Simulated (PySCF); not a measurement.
PySCF was given this input:
```python
from pyscf import gto, scf, dft

mol = gto.M(
    atom='''
B     0.03835502    0.03398175   -0.03634696
H    -1.14157844   -0.19839382   -0.05654116
H     0.19951765   -0.63625243    0.94928073
H     0.75028569    0.66473750   -0.71100478
''',
    basis='def2-svp',
    charge=1,
    spin=1,
    verbose=3,
)

mf = dft.UKS(mol)
mf.xc = 'wb97x'
mf.grids.atom_grid = (99, 590)
mf.grids.prune = None
mf.kernel()
```

Q: What does this run give for the nuclear repulsion energy, number of basis functions, HOMO energy, <S^2>, Mulliken (on the basis functions themselves) charges in atom order?

A: 
```
Item                                                                                            Result
------------------------------------------------------------------  ----------------------------------
nuclear repulsion energy                                                                     7.4595 Eh
number of basis functions                                                                           29
HOMO energy                                                                                  -22.06 eV
<S^2>                                                                                            0.754
Mulliken (on the basis functions themselves) charges in atom order  B1 0.33, H2 0.26, H3 0.26, H4 0.15
```

These values belong to the state on which the SCF converged, which isn't shown to be the lowest.
